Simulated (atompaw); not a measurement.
cadmium (Cd): one change to a PAW (atompaw) potential, before and after

Cd, PAW, made with atompaw 4.2.0.5 (PBE, scalar-relativistic). Core [Ar] 3d10 4s2, reference 4p6 4d10 5s1.5 5p0 (charge +0.5). Waves: 5s (bound): rc 2.35 bohr; 5s channel at 0.05 Ry: rc 2.35 bohr; 4p (bound): rc 1.25 bohr; 5p (bound, empty): rc 1.70 bohr; 4d (bound): rc 2.35 bohr; 4d channel at 0.8 Ry: rc 2.35 bohr. Local part: bessel scheme, radius 1.90 bohr. Core correction: smooth core density matched at 1.20 bohr. Augmentation charge: sinc compensation charge, radius 1.90 bohr; PAW radius 2.35 bohr; waves and projectors: custom polynom vanderbiltortho.

All-electron outer shells of the reference configuration (PBE, scalar-relativistic, ld1.x):

| shell | level (eV) | outermost node (bohr) | outermost maximum (bohr) |
| --- | --- | --- | --- |
| 4s | -110.16 | 0.43 | 0.79 |
| 4p | -71.22 | 0.43 | 0.84 |
| 4d | -15.95 | 0.42 | 0.98 |
| 5s | -9.23 | 1.06 | 2.29 |
| 5p | -4.11 | 1.19 | 3.02 |

Change: local potential troulliermartins scheme with l = 3 at 0 Ry, radius 1.90 bohr.

Cutoffs: the cutoffs (Ry, on a coarse ladder) from which the occupation-weighted sum of valence levels, in a spherical-Bessel basis at the reference potential, stays within 10 and 1 mRy of its value at 400 Ry; they do not see the model core or the augmentation charge, which bear on the density cutoff.

Q: What does the change do?

A: The potential gets softer (60 Ry and 90 Ry → 50 Ry and 80 Ry); a bound ghost appears in s, which as a rule spoils a file; the range in which the s phases agree widens (upper end 1.8 → at the end of the scan). A state that the projectors do not describe sees the local part alone, so a deeper or shallower local part can create or remove a ghost.

```csv
quantity,base,changed
"cutoff, loose",60 Ry,50 Ry
"cutoff, tight",90 Ry,80 Ry
loose cutoff by channel (10 mRy a level),"s 6 Ry, p 40 Ry, d 15 Ry","s 8 Ry, p 40 Ry, d 15 Ry"
bound ghosts,none,s
s: phases at 2.37 bohr within 0.05 rad from the reference energy up to (Ry; the scan ends near 5),1.8,to the end of the scan
p: phases at 2.37 bohr within 0.05 rad from the reference energy up to (Ry; the scan ends near 5),to the end of the scan,to the end of the scan
d: phases at 2.37 bohr within 0.05 rad from the reference energy up to (Ry; the scan ends near 5),to the end of the scan,to the end of the scan
lowest overlap eigenvalue by channel,"s 0.17, p 0.45, d 0.91","s 0.08, p 0.53, d 0.90"
```

 A true bound ghost makes a file unfit for plane-wave use even where its test errors are small: the radial tests pick states by their node count and pass the ghost by. The cutoffs see the waves, projectors and local potential, not the compensation charge or the core.
